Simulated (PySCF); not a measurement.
Germanium: highly charged ions in a basis for the neutral atom

Ge¹²⁺ [Ar] 3d2, Ge¹³⁺ [Ar] 3d1. Calculation: PySCF 2.14, in cc-pVDZ-PP with ECP10MDF; a scalar-relativistic core potential. No spin-orbit coupling, so a gap to NIST mixes the basis error with missing relativistic terms.

Changed run: basis of the neutral atom used for a highly charged ion. This setting is unsound on purpose.

```
species  method  sound run (hartree)  changed run (hartree)  converged
  Ge¹²⁺     UHF              not run             -227.78815        yes
  Ge¹²⁺    TPSS              not run             -228.20791        yes
  Ge¹²⁺    MN15              not run             -227.77306        yes
  Ge¹³⁺     UHF              not run             -214.18845        yes
  Ge¹³⁺    TPSS              not run             -214.54073        yes
  Ge¹³⁺    MN15              not run             -214.16470        yes
```

Ionisation energy of Ge¹²⁺:

```
method  changed run (eV)  NIST (eV)
   UHF            370.07    367 ± 3
  TPSS            371.90    367 ± 3
  MN15            370.30    367 ± 3
```

The contracted functions were made for the neutral atom and can be too rigid for a highly charged ion.
